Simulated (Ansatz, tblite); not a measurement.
Removing an electron: InMe2H (C₂H₇In). Total charge 0; singlet. Geometry: r2SCAN-D4/def2-SVP. Ansatz, gas phase; energy differences of separate SCF runs; the oxidised species was run as a doublet alone.

| atom | x (Å) | y (Å) | z (Å) |
| --- | --- | --- | --- |
| In1 | 0.835 | -0.004 | 0.102 |
| C2 | -0.238 | 1.867 | -0.180 |
| H3 | -0.931 | 2.028 | 0.662 |
| H4 | -0.846 | 1.820 | -1.098 |
| H5 | 0.440 | 2.730 | -0.247 |
| C6 | -0.294 | -1.863 | 0.118 |
| H7 | -0.732 | -2.038 | -0.879 |
| H8 | -1.130 | -1.796 | 0.833 |
| H9 | 0.332 | -2.728 | 0.382 |
| H10 | 2.565 | -0.014 | 0.308 |

In the def2 sets In takes a core potential; there is no spin–orbit coupling. The xTB rows come from tblite. HOMO above LUMO, or a gap near zero within one spin, warns that the state may not be the lowest or that an electron is smeared out.

| level | −HOMO (eV) | vertical IE (eV) | −LUMO (eV) | HOMO–LUMO gap (eV) | remarks |
| --- | --- | --- | --- | --- | --- |
| GFN2-xTB | 10.35 | 13.29 | 6.08 | 4.27 | – |
| PBE-D4/def2-TZVP | 6.05 | 9.01 | 1.96 | 4.10 | gap within one spin near zero (+1 doublet) |
| r2SCAN-D4/def2-TZVP | 6.26 | 9.00 | 1.65 | 4.61 | – |

**Question.** Estimate the rows for GFN1-xTB, PBE0-D4/def2-TZVP.

**Answer.** 
```json
{"level": "GFN1-xTB", "−HOMO (eV)": "10.54", "vertical IE (eV)": "13.40", "−LUMO (eV)": "4.98", "HOMO–LUMO gap (eV)": "5.57"}
{"level": "PBE0-D4/def2-TZVP", "−HOMO (eV)": "7.19", "vertical IE (eV)": "9.14", "−LUMO (eV)": "1.23", "HOMO–LUMO gap (eV)": "5.96"}
```

  Raw xTB energy differences between charge states are shifted by several eV; the methods need an empirical correction for them.
